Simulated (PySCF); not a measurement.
**Working out the ionisation energy of Ca(2+)**

Ca(2+) [Ar] (1S) → Ca(3+) [Ne] 3s2 3p5 (2P). Computed with PySCF 2.14 in pcseg-2 (6s4p3d, 33 functions), with the non-relativistic Hamiltonian (point nucleus). Frozen: [Ne] 3s2. Energies in hartree (1 hartree = 27.21139 eV):

| part | Ca(2+) (lower) | Ca(3+) (upper) |
| --- | --- | --- |
| UHF | -676.139873 | -674.313594 |
| CCSD correlation | -0.146708 | -0.104215 |
| (T) | -0.000866 | -0.000317 |

Problem. What does Hartree-Fock give?

Solution. (-674.313594) − (-676.139873) = 1.826279 hartree = 49.696 eV.

Problem. What do CCSD and CCSD(T) give?

Solution. The CCSD correlation energies differ by 0.042493 hartree = 1.156 eV and the triples by 0.000549 hartree = 0.015 eV, so CCSD gives 50.852 eV and CCSD(T) 50.867 eV.

Reference: 50.913 eV (measured; NIST Atomic Spectra Database, ionization energies), between the lowest levels; spin-orbit coupling is absent from the calculation.

The calculation is non-relativistic.

What remains against the reference includes basis incompleteness, the frozen core and higher excitations.
